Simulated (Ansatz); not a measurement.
Job for Ansatz (a first-principles code): FCI/6-31G on BCl, a point of a bond scan (R = 2.582 Å).

Ansatz 0.2 input:
```yaml
crystal:
  periodic: [false, false, false]
  atoms:
    - {symbol: B, position_ang: [-0.00000000, -0.00000000, -1.33031220]}
    - {symbol: Cl, position_ang: [0.00000000, 0.00000000, 1.25205855]}
basis:
  gaussian:
    orbitals: 6-31G
magnetization: {spin_polarized: false}
correlation: {method: fci, electrons: outside_noble_gas}
```

Program output:

```
WARN ansatz: RAYON_NUM_THREADS=1 ignored (pool sized by the plan → 1); use --threads N
Functional definition: HF
integrals: 0.00 GiB planned
435 factors; integrals over basis functions are off by at most 8.5e-8 eV
mean field: 0.05 GiB planned
mean field evaluation 1: about -13168.7252 eV, gradient 1.9e1 eV
mean field evaluation 2: about -13168.7263 eV, gradient 1.9e1 eV
mean field evaluation 4: about -13170.6506 eV, gradient 1.3e0 eV
mean field evaluation 8: about -13170.6749 eV, gradient 2.5e-3 eV
mean field -13170.67491533 eV, -484.0133757342 hartree, gradient 6.5e-6 eV, S^2 0.000000; 0 other end points of the search recorded, 0 dependent functions left out; unrestricted orbitals would lower it
mean field evaluation 16: about -13170.6615 eV, gradient 2.5e-1 eV
6 core orbitals not correlated
reference -13170.67491533 eV, -484.0133757342 hartree; 5, 5 occupied and 11, 11 virtual orbitals, 435 factors
configuration interaction: 1.51 GiB planned
state -13173.96319816 eV, -484.1342178995 hartree
Total energy: -13173.96319816 eV, -484.1342178995 hartree
```

The run converged.

Cost: around 18 core-seconds (rough).
